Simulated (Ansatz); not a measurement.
Cost and result for the atomization energy of C₂H₃Te (`C=C[Te]`) radical (6 atoms, 5 bonds).

Charge 0, multiplicity 2. Correlated methods include outer-core shells of Te, which these sets cover unevenly. Te takes the def2 core potential. The structure was optimised at the PBE0-D4/def2-TZVP level. Program: Ansatz. All runs use 2 threads of a server CPU on a shared host. Times are those of one run each, without the atoms' runs, and a repeat can differ threefold. Electronic energies, without spin–orbit coupling; frozen cores. CCSD(T)/CBS adds CCSD(T) − MP2 in def2-TZVPP to the MP2 limit, and its time is that of the two runs behind it. T1 = 0.025; ⟨S²⟩ of the reference is 0.92. With those shells the extrapolation isn't a true limit. HSE06 is the plane-wave form, built on full-range PBE exchange.

CCSD(T)/CBS is a level of theory with its own doubt, some kJ/mol a heavy atom from the limit and from the frozen cores, so smaller differences don't rank the functionals.

| level | functions | wall time |
| --- | --- | --- |
| CCSD(T)/def2-SVP | 69 | 15 s |
| PBE-D4/def2-TZVPP (with forces) | 154 | 17 s |
| BHLYP-D4/def2-TZVPP | 154 | 22 s |
| HSE06-D4/def2-TZVPP | 154 | 26 s |
| PBE-QIDH/def2-TZVPP | 154 | 26 s |
| B2PLYP/def2-TZVPP | 154 | 34 s |
| r2SCAN-D4/def2-TZVPP (with forces) | 154 | 38 s |
| r2SCANh-D4/def2-TZVPP | 154 | 43 s |
| ωB97X-V/def2-TZVPP | 154 | 57 s |
| B97M-V/def2-TZVPP | 154 | 59 s |
| MP2/def2-QZVPP | 286 | 81 s |
| CCSD(T)/def2-TZVPP | 154 | 4.6 min |
| CCSD(T)/CBS(def2) | – | 6 min |

Question: What atomization energy does each give, and how far from CCSD(T)/CBS? (Estimate.)

Answer: Ansatz gave: 
| level | atomization (kcal/mol) | difference from CCSD(T)/CBS | per bond |
| --- | --- | --- | --- |
| CCSD(T)/def2-SVP | 485.6 | -28.3 | -5.7 |
| PBE-D4/def2-TZVPP (with forces) | 530.4 | 16.5 | 3.3 |
| BHLYP-D4/def2-TZVPP | 498.7 | -15.2 | -3.0 |
| HSE06-D4/def2-TZVPP | 519.1 | 5.2 | 1.0 |
| PBE-QIDH/def2-TZVPP | 511.2 | -2.7 | -0.6 |
| B2PLYP/def2-TZVPP | 509.2 | -4.7 | -0.9 |
| r2SCAN-D4/def2-TZVPP (with forces) | 515.8 | 1.9 | 0.4 |
| r2SCANh-D4/def2-TZVPP | 512.2 | -1.7 | -0.3 |
| ωB97X-V/def2-TZVPP | 513.3 | -0.6 | -0.1 |
| B97M-V/def2-TZVPP | 515.4 | 1.5 | 0.3 |
| MP2/def2-QZVPP | 511.1 | -2.8 | -0.6 |
| CCSD(T)/def2-TZVPP | 500.1 | -13.8 | -2.8 |
| CCSD(T)/CBS(def2) | 513.9 | 0.0 | 0.0 |

In def2-TZVPP, CCSD(T) changes the Hartree–Fock value by +128.0 kcal/mol (the triples alone add +9.5 kcal/mol) and MP2 by +130.8 kcal/mol; breaking electron pairs costs correlation energy, which Hartree–Fock lacks. From r2SCAN to r2SCAN0 (25 % exact exchange), in def2-TZVPP and without D4, the atomization energy moves by −8.7 kcal/mol: exact exchange takes away binding that semilocal exchange gives to molecules. At CCSD(T), def2-SVP lies −28.3 kcal/mol from the extrapolated value and def2-TZVPP −13.9 kcal/mol: correlation converges slowly with the basis, and small sets miss more of it in the bonded molecule than in its fragments.

Spin–orbit coupling would lower the free Te atoms strongly, and the atomization energy with them, by more than many differences here.
